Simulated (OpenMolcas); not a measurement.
# W4+: moving the ligands

W4+ with 6 ligands (fluoride) in octahedral coordination (Oh) at 1.97 Å. A charge of +0.333 e stands 2.4 Å behind each ligand. Ligand basis ANO-RCC-VDZP.

```yaml
Program: OpenMolcas 26.06
Method: CASSCF
Basis: ANO-RCC-VTZP [8s7p5d3f2g1h]
Scalar_Hamiltonian: DKH2, point nucleus
Active_space: 2 electrons in 5 orbitals (5d)
State_averaging: 2S+1 = 3 even, 10 roots; 2S+1 = 1 even, 15 roots
Spin-orbit_coupling: RASSI with atomic mean-field integrals over the reference wave functions
```

Runs around this geometry, states (labels of O, the rotations of Oh). Energies in cm-1 above the lowest state or level, χT in cm3 K/mol; under a threefold ground state the first gap can be a small split of the lowest multiplet, not the spin-orbit step; 10Dq and B are least-squares fits to the states below 45000 cm-1, weighted by degeneracy, with a free offset, and given where the rms deviation is under 5 % of |10Dq| (or 100 cm-1) and under 700 cm-1.

| R (Å) | Ground state | First state of that spin | 10Dq | B (rms of fit) | First gap with spin-orbit (degeneracies) | χT at 300 K | First state of another spin |
| --- | --- | --- | --- | --- | --- | --- | --- |
| 1.86 | 3T1 | 3T2 42799 |  |  | 194.2 (2, 3) | 0.168 | 1E 9886 |
| 1.97 | 3T1 | 3T2 32917 | 34366 | 700 (99) | 261.4 (2, 3) | 0.134 | 1T2 10105 |
| 2.09 | 3T1 | 3T2 24824 | 26070 | 707 (133) | 352.0 (2, 3) | 0.099 | 1T2 10327 |

Taking the first state of the same spin as R^-n, n = -ln(24824 / 42799) / ln(2.09 / 1.86) = 4.7 between the shortest and longest distance.

An orbital triplet at a regular site is open to Jahn-Teller coupling, which can distort the site and quench the lowest spin-orbit gaps and is left out. Without dynamic correlation the repulsion within the d shell is too large (B by tens of per cent), so at a given field states of lower spin stand too high. With metal d orbitals alone the field can be off either way by tens of per cent. Ligand-to-metal charge-transfer states are missing. With no ligand orbital active B as a rule stays too high, so bands that hang on it stand too high and its fall with covalency is understated. The least metal-like active orbital is 74 % on the metal (Löwdin) and no ligand orbital is active, so the numbers are rough (holds for R = 1.86). The least metal-like active orbital is 77 % on the metal (Löwdin) and no ligand orbital is active, so the numbers are rough (holds for R = 1.97). The least metal-like active orbital is 80 % on the metal (Löwdin) and no ligand orbital is active, so the numbers are rough (holds for R = 2.09). No measured value stands beside these numbers; the geometry is a model, was not optimised and need not be the one that this ion takes.
